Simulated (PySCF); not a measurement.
Ranking problems on computed properties.

Each SMILES stands for a single optimised conformer of the isolated species, non-relativistic unless stated; the electronic structure was computed with PySCF and density fitting.

Dipoles, sizes and rotational constants follow the conformer. The torsions of the flexible species, by atom-mapped SMILES:
- `[CH3:1][NH:2][SiH2:3][C:4]#[C:5][C@H:6]([F:7])[SiH2:8][CH3:9]`: C1–N2–Si3–C4 -64°, C5–C6–Si8–C9 53°
- `[CH3:1][C:2]#[C:3][CH2:4][C@:5]([CH3:6])([SiH3:7])[Cl:8]`: C3–C4–C5–C6 64°
- `[Cl:1][SiH2:2]/[CH:3]=[CH:4]/[CH2:5][CH:6]1[CH2:7][CH2:8]1`: Cl1–Si2–C3–C4 -1°, C3–C4–C5–C6 122°, C4–C5–C6–C7 82°
- `[CH3:1][CH2:2][CH2:3][SiH2:4][P:5]([SiH3:6])[SiH3:7]`: C1–C2–C3–Si4 -62°, C2–C3–Si4–P5 -154°, C3–Si4–P5–Si6 -172°
- `[CH3:1][O:2][CH2:3][SiH2:4][S:5][CH:6]1[CH2:7][CH2:8]1`: C1–O2–C3–Si4 -179°, O2–C3–Si4–S5 175°, C3–Si4–S5–C6 178°, Si4–S5–C6–C7 78°
- `[O:1]=[C:2][O:3][C:4]1=[CH:5][S:6][C@@H:7]([F:8])[C:9]1=[O:10]`: O1–C2–O3–C4 -4°, C2–O3–C4–C5 10°
- `[CH2:1]=[C:2]([SiH3:3])[CH2:4][NH:5][CH:6]=[O:7]`: C1–C2–C4–N5 122°, C2–C4–N5–C6 103°, C4–N5–C6–O7 3°
- `[CH3:1][CH:2][S:3][C:4]([F:5])([F:6])[F:7]`: C1–C2–S3–C4 -151°, C2–S3–C4–F5 -54°

The conformers of `C=N[Si@@H]1C[C@@H](F)C[C@H]1[SiH3]` and `C[Si]1(C)C[C@@H](S)CO1` aren't listed.

**Question.** Rank by dipole moment, highest first (PBE0/pcSseg-1 at GFN2-xTB geometries).
A. `CN[SiH2]C#C[C@H](F)[SiH2]C`
B. `CC#CC[C@](C)([SiH3])Cl`
C. `COC[SiH2]SC1CC1`
D. `CCC[SiH2]P([SiH3])[SiH3]`
E. `Cl[SiH2]/C=C/CC1CC1`

**Answer.** B (2.65 D), E (1.99 D), D (1.30 D), A (0.90 D), C (0.45 D).

**Question.** By how much do the two ends of that ranking differ?

**Answer.** By 2.20 D, between `CC#CC[C@](C)([SiH3])Cl` and `COC[SiH2]SC1CC1`.

**Question.** Rank by HOMO energy, lowest first (PBE0/pcSseg-1 at GFN2-xTB geometries).
A. `C[Si]1(C)C[C@@H](S)CO1`
B. `CCC[SiH2]P([SiH3])[SiH3]`
C. `C=N[Si@@H]1C[C@@H](F)C[C@H]1[SiH3]`
D. `Cl[SiH2]/C=C/CC1CC1`
E. `CC#CC[C@](C)([SiH3])Cl`

**Answer.** D (-7.67 eV), E (-7.48 eV), C (-7.24 eV), B (-6.96 eV), A (-6.71 eV).

**Question.** Rank by smallest rotational constant, highest first (GFN2-xTB).
A. `C=C([SiH3])CNC=O`
B. `CN[SiH2]C#C[C@H](F)[SiH2]C`
C. `S([CH]C)C(F)(F)F` [radical]
D. `CCC[SiH2]P([SiH3])[SiH3]`
E. `O=[C]OC1=CS[C@@H](F)C1=O` [radical]

**Answer.** C (1.260 GHz), A (1.155 GHz), E (0.627 GHz), D (0.481 GHz), B (0.378 GHz).

**Question.** By how much do the two ends of that ranking differ?

**Answer.** By 0.882 GHz, between `C[CH]SC(F)(F)F` [doublet state] and `CN[SiH2]C#C[C@H](F)[SiH2]C`.

**Question.** Rank by HOMO–LUMO gap, lowest first (PBE0/pcSseg-1 at GFN2-xTB geometries).
A. `CC#CC[C@](C)([SiH3])Cl`
B. `C=N[Si@@H]1C[C@@H](F)C[C@H]1[SiH3]`
C. `C[Si]1(C)C[C@@H](S)CO1`
D. `CCC[SiH2]P([SiH3])[SiH3]`
E. `COC[SiH2]SC1CC1`

**Answer.** B (6.15 eV), D (7.00 eV), E (7.27 eV), C (7.47 eV), A (7.62 eV).

**Question.** By how much do the two ends of that ranking differ?

**Answer.** By 1.47 eV, between `CC#CC[C@](C)([SiH3])Cl` and `C=N[Si@@H]1C[C@@H](F)C[C@H]1[SiH3]`.
